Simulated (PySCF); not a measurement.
# Electron correlation in Gd+ (gadolinium, charge +1)

[Xe] 4f8 5d1, one real determinant (an excited configuration). Computed with PySCF 2.14 in x2c-TZVPPall (11s7p7d4f2g, 113 functions), with scalar relativity by spin-free X2C-1e. Frozen: [Ar] 3d10; 35 electrons correlated.

MP2 pair energies summed by pair of shells (mhartree):

```csv
pair,energy,share (%)
4d-4f,-276.81,21.7
4f-4f,-200.91,15.7
4f-5p,-166.66,13.1
4d-4d,-151.42,11.9
5p-5p,-111.25,8.7
4d-5p,-76.44,6.0
4p-4d,-48.00,3.8
4f-5s,-38.35,3.0
5s-5p,-32.84,2.6
4p-4f,-32.14,2.5
4d-5s,-26.98,2.1
5p-5d,-23.96,1.9
4s-4d,-17.61,1.4
4f-5d,-12.70,1.0
4p-4p,-12.42,1.0
4s-4f,-12.38,1.0
4p-5p,-9.12,0.7
5s-5s,-5.93,0.5
4p-5s,-5.10,0.4
4s-4p,-5.10,0.4
4d-5d,-3.77,0.3
5s-5d,-3.16,0.2
4s-4s,-1.53,0.1
4s-5p,-0.98,0.1
4s-5s,-0.84,0.1
4p-5d,-0.30,0.0
4s-5d,-0.08,0.0
```

Total MP2 correlation energy: -1276.8 mhartree.

Same-spin part -521.12 and opposite-spin part -755.70 mhartree; SCS-MP2 scales them by 1/3 and 6/5 to -1080.5 mhartree.

The reference is one real determinant that mixes LS terms of this configuration.

This basis was not built for core-valence correlation, so the inner-shell part is incomplete.
